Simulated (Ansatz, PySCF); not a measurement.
C₆H₁₀O, charge +1, doublet, at a GFN2-xTB geometry (a state made from the parent by changing its charge; the spin is typed, not shown lowest). Base run: PBE/STO-3G run with PySCF.

Input for PySCF:
```python
from pyscf import gto, scf, dft

mol = gto.Mole()
mol.atom = '''
    O     2.284579    0.402063   -0.048601
    C     1.149213    0.222098    0.199064
    C     0.087086    1.327827    0.283926
    C    -1.138626    0.993989   -0.527222
    C    -1.774425   -0.323811   -0.092098
    C    -0.713115   -1.398146   -0.314805
    C     0.527580   -1.148540    0.503822
    H    -0.158391    1.427635    1.345339
    H     0.571154    2.241566   -0.070569
    H    -1.879781    1.788107   -0.367779
    H    -0.905391    0.985460   -1.594551
    H    -2.658391   -0.534295   -0.691714
    H    -2.069929   -0.283281    0.956283
    H    -1.142226   -2.358281    0.000413
    H    -0.464562   -1.492791   -1.374487
    H     1.305663   -1.887693    0.296101
    H     0.298948   -1.143432    1.573645
'''
mol.basis = 'sto-3g'
mol.charge = 1
mol.spin = 1
mol.verbose = 4
mol.build()

mf = dft.UKS(mol)
mf.xc = 'pbe'
mf.kernel()
```

The same geometry, method and basis name were run in Ansatz (a first-principles code) and PySCF, at each program's defaults and at the settings that a row names. The base is PySCF at its defaults. Differences at the defaults can come from grids, fitting, cores and function types together.

| code and settings | ΔE vs base (µEh) | basis functions | E (Eh) | SCF cycles |
|---|---|---|---|---|
| PySCF, defaults (exact integrals, its default grid, spherical functions) | 0.0 | 45 | -305.37832 | 12 |
| Ansatz, defaults (factorised integrals, its default grid, spherical functions) | 2.3 | 45 | -305.37832 | - |
| PySCF, density fitting with def2-universal-jkfit | -2269 | 45 | -305.38059 | 12 |
| PySCF, fine grid | 5.1 | 45 | -305.37831 | 12 |
| Ansatz, high accuracy | 5.4 | 45 | -305.37831 | - |

Open shells are given as the SCF converged; they aren't shown to be the lowest states, and a large step between rows can be another state.
